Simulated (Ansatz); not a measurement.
Ansatz (a program for electronic structure) input (B2PLYP/def2-TZVPD):

Ansatz 0.2 input:
```yaml
crystal:
  periodic: [false, false, false]
  atoms:
    - {symbol: F, position_ang: [-1.05857075, -0.21560565, 0.02076994]}
    - {symbol: C, position_ang: [0.00212202, 0.41286249, -0.01271567]}
    - {symbol: F, position_ang: [1.05629413, -0.22733482, -0.00712790]}
    - {symbol: H, position_ang: [0.00775742, 1.50928936, -0.04648432]}
basis:
  gaussian:
    orbitals: def2-TZVPD
hamiltonian:
  xc: {name: B2PLYP}
total_charge: 1
magnetization: {spin_polarized: false}
correlation: {electrons: outside_noble_gas}
```

Output:

```
Functional definition: B2PLYP
integrals: 0.09 GiB planned
838 factors; integrals over basis functions are off by at most 1.0e-3 eV
mean field: 0.40 GiB planned
mean field evaluation 1: about -6464.7972 eV, gradient 6.4e1 eV
mean field evaluation 2: about -6464.7984 eV, gradient 6.4e1 eV
mean field evaluation 4: about -6469.8570 eV, gradient 4.1e0 eV
mean field evaluation 8: about -6469.8880 eV, gradient 1.9e-2 eV
mean field evaluation 16: about -6469.8880 eV, gradient 4.8e-6 eV
mean field -6469.88796145 eV, -237.7639971358 hartree, gradient 4.8e-6 eV, S^2 0.000000; 0 other end points of the search recorded, 0 dependent functions left out
3 core orbitals not correlated
reference -6469.88806529 eV, -237.7640009518 hartree; 9, 9 occupied and 114, 114 virtual orbitals, 838 factors
second order -20.56058987 eV of doubles, -0.00000000 eV of singles
Total energy: -6475.43942456 eV, -237.9680096420 hartree
```
